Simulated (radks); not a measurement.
Removal energies from the tungsten ion W+, [Xe] 4f14 5d4 6s1, by Delta-SCF beside the eigenvalue of the level emptied. Method: scalar-relativistic Kohn-Sham, PBE, spin-polarised, spherical densities, finite nucleus; Fermi nuclear charge, rms radius of each element as measured or else 0.836 A^(1/3) + 0.57 fm; computed with a radial shooting solver on a logarithmic mesh with Libxc functionals. Open shells are filled with parallel spins first.

| removed from | final configuration | Delta-SCF (eV) | -eigenvalue (eV) |
|---|---|---|---|
| 6s | [Xe] 4f14 5d4 | 16.485 | 13.009 |
| 5d | [Xe] 4f14 5d3 6s1 | 17.760 | 12.750 |
| 4f | [Xe] 4f13 5d4 6s1 | 50.277 | 40.076 |
| 5p | [Kr] 4d10 4f14 5s2 5p5 5d4 6s1 | 55.195 | 49.107 |
